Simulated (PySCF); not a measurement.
# Platinum: a sound run and one with changed settings

Sound run: Pt [Xe] 4f14 5d9 6s1, Pt+ [Xe] 4f14 5d9. Computed with PySCF 2.14 in def2-SVP with the def2 core potential (60 electrons), with a scalar-relativistic core potential. The sound run starts from symmetry-adapted Hartree-Fock orbitals and uses a fine grid where one is needed.

Changed run: initial guess minao, at most 2 SCF cycles. This setting is unsound on purpose.

```csv
species,method,sound run (hartree),changed run (hartree),converged
Pt,UHF,-118.39352,-118.37194,no
Pt,M06-2X,-119.15203,-118.96608,no
Pt,MN15,-119.06883,-118.87080,no
Pt+,UHF,-118.11499,-118.10754,no
Pt+,M06-2X,-118.82676,-118.78860,no
Pt+,MN15,-118.72654,-118.68138,no
```

The SCF was stopped early; the energies are upper bounds that still move, and correlated levels were skipped or rest on poor orbitals.
